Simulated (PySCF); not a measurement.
C2H3, doublet (typed; the unrestricted solution is spin-contaminated), at a GFN2-xTB geometry. Base run: MP2/aug-cc-pVDZ run with PySCF.

Input for PySCF:
```python
from pyscf import gto, scf, mp

mol = gto.M(
    atom='''
C     0.66801280   -0.25106413    0.02041584
C    -0.56330933    0.12414455   -0.01579794
H     1.64284906    0.17713737    0.03734254
H    -0.88995141    1.16819846   -0.04069879
H    -1.38111845   -0.58381835   -0.02435116
''',
    basis='aug-cc-pvdz',
    spin=1,
    verbose=4,
)

mf = scf.UHF(mol)
mf.kernel()

pt = mp.MP2(mf, frozen=2)
pt.kernel()
print('E(MP2) = %.10f' % pt.e_tot)
```

Each row names what was changed in the base input (with any setting that the change needs).

| change | basis functions | E (Eh) | MP2 correlation (Eh) | SCF-reference HOMO (eV) | SCF-reference dipole (D) |
|---|---|---|---|---|---|
| base | 73 | -77.63926 | -0.24007 | -10.79 | 0.60 |
| basis = STO-3G | 13 | -76.50961 | -0.07962 | -9.45 | 0.26 |
| basis = 6-31G | 24 | -77.50623 | -0.14328 | -10.63 | 0.57 |
| basis = pcseg-0 | 24 | -77.32618 | -0.14763 | -10.75 | 0.67 |
| basis = def2-SV(P) | 34 | ? | ? | ? | 0.58 |
| basis = 6-31G* | 34 | ? | ? | ? | ? |
| basis = cc-pVDZ | 43 | -77.62679 | -0.23061 | -10.72 | 0.56 |
| basis = pc-1 | 43 | -77.60453 | -0.23311 | -10.84 | 0.62 |
| basis = def2-SVPD | 64 | -77.57646 | -0.24156 | -10.84 | 0.58 |
| basis = 6-311++G** | 65 | -77.65714 | -0.24617 | -10.82 | 0.62 |
| basis = 6-311+G(2d,p) | 72 | -77.67184 | -0.25795 | -10.83 | 0.62 |
| basis = aug-pcseg-1 | 73 | -77.61448 | -0.24184 | -10.83 | 0.59 |
| basis = def2-TZVPP | ? | ? | ? | -10.82 | 0.60 |

### Question
Fill in the missing entries.

### Answer

- basis = def2-SV(P), E (Eh): -77.53353
- basis = def2-SV(P), MP2 correlation (Eh): -0.21015
- basis = def2-SV(P), SCF-reference HOMO (eV): -10.85
- basis = 6-31G*, E (Eh): -77.60082
- basis = 6-31G*, MP2 correlation (Eh): -0.21308
- basis = 6-31G*, SCF-reference HOMO (eV): -10.68
- basis = 6-31G*, SCF-reference dipole (D): 0.54
- basis = def2-TZVPP, basis functions: 104
- basis = def2-TZVPP, E (Eh): -77.70665
- basis = def2-TZVPP, MP2 correlation (Eh): -0.28526

Totals compare only among sets that treat the same electrons; sets with core potentials leave the core out.

Open shells are given as the SCF converged; they aren't shown to be the lowest states, and a large step between rows can be another state.
